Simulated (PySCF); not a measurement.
SMILES c1ccc(CC)cc1[SiH3] at its GFN2-xTB optimised geometry (Å):

```
21

C     -2.3994    -2.3482     1.5022
C     -2.1588    -1.9285     0.0508
C     -1.3927    -0.6367     0.0000
C     -2.0591     0.5822     0.0021
C     -1.3474     1.7685     0.0015
C      0.0355     1.7476     0.0011
C      0.7319     0.5430     0.0000
Si     2.6168     0.4918    -0.0253
C     -0.0056    -0.6367     0.0000
H     -1.4515    -2.4832     2.0185
H     -2.9678    -1.5836     2.0273
H     -2.9540    -3.2831     1.5429
H     -1.5978    -2.7124    -0.4624
H     -3.1200    -1.8097    -0.4540
H     -3.1402     0.6004     0.0025
H     -1.8743     2.7124     0.0015
H      0.5836     2.6794     0.0022
H      3.1402     1.8008     0.3694
H      3.0776     0.1598    -1.3773
H      3.0822    -0.5365     0.9095
H      0.5176    -1.5840    -0.0013
```

Method: PySCF 2.14.0 with PBE0/def2-SVP. Cells within 0.4 Å of a nucleus heavier than hydrogen are left out (blank, or x).

Map of the electron localisation function on the plane z = 0.0 Å:

```
|00000000000000000000000000000|
|00000000000000000000000000000|
|00000000000000000000000000000|
|00000000000000000000000000000|
|00000002786000168500000000000|
|00000029999300699920000000000|
|00000049999700899930048840000|
|00000029999812999920299995000|
|00000004999665899800799998100|
|0000000047xx86x37201899998200|
|0001453137xx85xx6212899996100|
|00079997589555797574018972000|
|00199999xx640163x691xx0320000|
|00189999xx54016xx690xx1110000|
|00028997589544896682120420000|
|0000000147xx84x56333247631000|
|0000000036xx93x25101478631000|
|00003775698565799600256520000|
|00038998238513999910023210000|
|00028998xx5301999930001000000|
|00004786259810499920000000000|
|00000123599950048600000000000|
|00000000389960000000000000000|
|00000000037730000000000000000|
|00000000001100000000000000000|
|00000000000000000000000000000|
|00000000000000000000000000000|
|00000000000000000000000000000|
|00000000000000000000000000000|
```
Scale: ten equal steps from 0.000 (start of '0') to 1.000 (end of '9'), in the order '0123456789'; x runs from -5.50 to 5.50, y from -5.50 (bottom) to 5.50 (top).
